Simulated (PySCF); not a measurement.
## Correlation energy of Ar⁺ (argon, charge +1)

[Ne] 3s2 3p5, 2P determinant. All numbers are calculated (PySCF 2.14, scalar relativity by spin-free X2C-1e, in x2c-TZVPall). Frozen: [Ne]; 7 electrons correlated.

MP2 pair energies summed by pair of shells (mhartree):

```json
{"pair": "3p-3p", "energy": "-103.36", "share (%)": "63.6"}
{"pair": "3s-3p", "energy": "-50.35", "share (%)": "31.0"}
{"pair": "3s-3s", "energy": "-8.73", "share (%)": "5.4"}
```

Total MP2 correlation energy: -162.44 mhartree.

Same-spin part -37.83 and opposite-spin part -124.61 mhartree; SCS-MP2 scales them by 1/3 and 6/5 to -162.15 mhartree.

```tsv
level	correlation energy (mhartree)
CCSD	-188.10
(T)	-5.25
CCSD(T)	-193.35
```

Diagnostics: T1 = 0.0063, D1 = 0.0217, largest double amplitude 0.054.

Problem. Is a single reference adequate?

Solution. Yes: T1 lies below 0.03 and no double amplitude reaches 0.07.
